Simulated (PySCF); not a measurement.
The vertical singlet excitations below were computed for one of the candidates. The calculation used PySCF, TDDFT PBE0/def2-SVPD, vertical, gas phase, core orbitals frozen in the response. Geometries: GFN2-xTB, one conformer each.

```csv
state,ν̃ (cm⁻¹),f,"main configurations (H = HOMO, L = LUMO)"
S1,37510,0.0049,H→L (99%)
S2,46830,0.029,"H→L+1 (88%), H→L+2 (10%)"
S3,49650,0.010,"H→L+2 (77%), H→L+3 (11%)"
S4,52620,0.116,"H-2→L (58%), H-1→L (38%)"
S5,53220,0.152,"H-1→L (55%), H-2→L (38%)"
S6,53730,0.018,"H→L+3 (64%), H→L+4 (17%), H→L+2 (10%)"
```

Triplets computed (Tamm–Dancoff): 4.13, 4.51 eV.

Question: Which candidate is it? All have the formula C5H13NSi.
A. `[H]/N=C/C(C)(C)[SiH2]C`
B. `C/C=C\[SiH2]N(C)C`
C. `CCN1CCC[SiH2]1`
D. `CC[Si@@H]1CCCN1`
E. `CCC[C@@H]1C[Si@H]1N`

Answer: B. Its S1, at 4.65 eV, is the lowest among the candidates; the nearest of the others has S1 at 5.29 eV. S1 is HOMO→LUMO (99%). Löwdin shares by element: HOMO nitrogen 54%, carbon 17% or more, silicon 8% (atoms not listed hold the other 22%); LUMO carbon 59% or more, silicon 16% (atoms not listed hold the other 25%). At the same level the other candidates give, for their lowest levels:
- `CC[Si@@H]1CCCN1`: 5.87 eV (f 0.003); 6.27 eV (f 0.015); 6.65 eV (f 0.047); 6.91 eV (f 0.026); 7.14 eV (f 0.007); T1 5.63 eV; HOMO -6.48, LUMO 0.67 eV
- `CCC[C@@H]1C[Si@H]1N`: 5.40 eV (f 0.023); 5.91 eV (f 0.028); 6.02 eV (f 0.065); 6.36 eV (f 0.017); 6.84 eV (f 0.011); T1 4.86 eV; HOMO -6.15, LUMO 0.42 eV
- `[H]/N=C/C(C)(C)[SiH2]C`: 5.29 eV (f 0.001); 6.23 eV (f 0.001); 7.03 eV (f 0.012); 7.29 eV (f 0.001); 7.50 eV (f 0.004); T1 4.49 eV; HOMO -7.51, LUMO -0.27 eV
- `CCN1CCC[SiH2]1`: 5.41 eV (f 0.005); 5.66 eV (f 0.016); 6.28 eV (f 0.026); 6.51 eV (f 0.006); 6.55 eV (f 0.001); T1 5.20 eV; HOMO -6.12, LUMO 0.57 eV

Conformer computed: `[CH3:1]/[CH:2]=[CH:3]\[SiH2:4][N:5]([CH3:6])[CH3:7]`: C2–C3–Si4–N5 58°, C3–Si4–N5–C6 -170°.

Without π bonds the low states may be Rydberg-like; a valence basis with one diffuse set may place them up to an eV too high.
